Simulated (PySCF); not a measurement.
Input of a response calculation (the driver script's job line, then coordinates in Å):

```
{"job": {"kind": "uv", "xc": "CAM-B3LYP", "basis": "def2-SVPD", "nstates": 8, "ntriplets": 3}, "charge": 0, "multiplicity": 1}
C      0.496917     2.300261     1.632608
C      0.405180     1.336527     0.915674
B      0.341677     0.135882     0.003357
C     -0.934279    -0.636089    -0.174061
C     -1.960637    -1.256774    -0.316402
C     -3.187138    -1.998099    -0.488980
S      1.798738    -0.392766    -0.891518
C      3.062052     0.816975    -0.365709
H      0.554977     3.139591     2.263785
H     -3.869979    -1.797977     0.336989
H     -3.665846    -1.701789    -1.422681
H     -2.975232    -3.066751    -0.528167
H      3.206339     0.749845     0.707930
H      2.742840     1.818238    -0.637152
H      3.979976     0.560916    -0.884929
```

Its output, with some lines taken out ([cut]) and without the SCF cycles:

```
converged SCF energy = -655.3702941464

[cut]

Singlet excitations
state   eV       nm        f      main configurations
  1   4.4137    280.9   0.00021   H-1->L 0.94
  2   4.7724    259.8   0.00164   H-3->L 0.91
  3   4.7921    258.7   0.22758   H->L 0.93
  4   5.3688    230.9   0.13793   H-2->L 0.83
  5   6.1966    200.1   0.00197   H-4->L 0.81
[cut]
  7   6.4601    191.9   0.01742   H-5->L 0.68
[cut]

Triplet excitations (Tamm-Dancoff, eV): 3.6351 4.1711 4.1802
```

Method used: TDDFT CAM-B3LYP/def2-SVPD, vertical, gas phase, core orbitals frozen in the response in PySCF 2.14.0, density-fitted response routines. The structure is a single GFN2-xTB conformer in the gas phase; no vibrational or solvent corrections.

Task: What stood in the cut lines?

Result: 
```
Static polarisability (au): isotropic 110.031, principal 69.044 108.896 152.152
  6   6.3986    193.8   0.00016   H->L+2 0.45, H->L+4 0.11, H-4->L 0.10
  8   6.5015    190.7   0.00589   H->L+3 0.40, H->L+1 0.29
```

Task: What transition dipole goes with state 3?

Result: |μ|² = 3f / (2ΔE) = 3 × 0.2276 / (2 × 0.1761) ≈ 1.938 au, so |μ| = 3.54 D.

Task: Which orbital energies lie behind H and L?

Result: HOMO -8.38 eV and LUMO -0.82 eV, a gap of 7.57 eV; state 1 differs from that by -3.15 eV.

Task: What is the gap between the lowest singlet and the lowest triplet?

Result: 4.4137 − 3.6351 = 0.7786 eV (full response against Tamm–Dancoff).

Task: Which species is it?

Result: `C#CB(C#CC)SC` (C6H7BS).

H and L stand for HOMO and LUMO.

Shape of the structure used: `[CH:1]#[C:2][B:3]([C:4]#[C:5][CH3:6])[S:7][CH3:8]`: C2–B3–S7–C8 0°.
